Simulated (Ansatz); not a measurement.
`C[S][K]` + `[AlH2][SH]` → `[SH][K]` + `C[S][AlH2]`  (redistribution)

Calculated with Ansatz (gas phase, PBE0-D4/def2-TZVP geometries, no zero-point term in ΔE). CCSD(T)/CBS is the MP2 limit (def2-TZVPP, def2-QZVPP) plus CCSD(T) − MP2 in def2-TZVPP, frozen cores. This one scheme is used for every species. DFT in def2-TZVPP. B3LYP here is the variant with VWN-RPA as its local correlation; programs differ in this. HSE06 is defined as in plane-wave codes. For K outer-core shells are correlated without core-valence functions, which leaves a few kJ/mol of doubt a bond. Scalar relativity is left out up to krypton.

| level | ΔE (kJ/mol) |
| --- | --- |
| B97M-V | -22.6 |
| HSE06-D4 | -21.7 |
| ωB97X-V | -21.2 |
| PBE0 | -21.1 |
| B3LYP | -20.0 |
| HSE06 | -21.1 |
| BHLYP | -20.9 |
| SCS-MP2/def2-QZVPP | -20.5 |

Q: What does CCSD(T)/CBS give? (Estimate.)

A: Computed: -22.0 kJ/mol. The listed levels differ from it by -0.6, 0.3, 0.8, 0.9, 2.0, 0.9, 1.1, 1.5 kJ/mol.

Largest T1 diagnostic among the species: 0.011.

At CCSD(T), def2-SVP lies +5.9 kJ/mol from the extrapolated value and def2-TZVPP +1.6 kJ/mol. Leaving LDA and LC-ωPBE aside and taking each functional with its dispersion term where it has one, the values, not all of them listed here, spread over 2.6 kJ/mol, from B97M-V to revPBE-D4. LDA lies −3.0 kJ/mol from PBE without D4.
